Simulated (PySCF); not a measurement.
## Computed vibrations of [NdH2]+

[NdH2]+ (singlet in the valence; each metal's 4f electrons, 3 of them, lie in its core potential, out of spins and levels). PySCF 2.14.0, RKS PBE0, Nd lcecp-1-SVP with ECP49, H def2-SVP; non-relativistic Hamiltonian with scalar-relativistic core potentials where named; density fitting; no spin-orbit coupling. Central differences of gradients.

```xyz
3

Nd    0.0000    0.0000   -0.0162
H     1.5796    0.0000    1.1409
H    -1.5796    0.0000    1.1409
```

Run from Python with OMP_NUM_THREADS=2. Where DIIS fails, smearing, a level shift and second-order steps follow.
It took 4.4 s on 2 threads of Arm Neoverse V1 (shared host).

(1) What are the harmonic wavenumbers and infrared intensities?

(2) Is this a minimum?

An lcecp potential fixes the number of 4f electrons, so in runs with it no electron can move into or out of that shell.

## Answers

(1) Modes are labelled in C2v; negative numbers are unstable modes, those under 60 cm⁻¹ near the noise; a finer grid moves soft modes by up to 10 cm⁻¹.
| cm⁻¹ | km/mol | symmetry |
| --- | --- | --- |
| 473 | 77.2 | a1 |
| 1614 | 499.0 | b2 |
| 1637 | 182.7 | a1 |

(2) Yes. Ideal gas at 298.15 K and 1 bar: S = 247.5 J/(mol K), Cp = 39.1 J/(mol K), H − H(0 K) = 10.6 kJ/mol (rigid rotor, harmonic modes, spin degeneracy alone, that of the 4f electrons in the core included).
